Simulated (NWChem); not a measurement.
Molecule: C₃H₁₀Si; SMILES [SiH3]C(C)C

Program: NWChem. Pople sets run with spherical d functions. Coordinates come from a PBE0/def2-SVP optimisation. Not confirmed as a minimum by frequencies.

For level B3LYP/STO-3G:

- highest occupied level (eV) = -6.27
- orbital gap (eV) = 14.01
- dipole (D) = 0.19

Question: Estimate the same quantities for level B3LYP/6-31+G*.

Answer: 
| Property | Result |
|---|---|
| highest occupied level (eV) | -7.92 |
| orbital gap (eV) | 7.81 |
| dipole (D) | 0.86 |
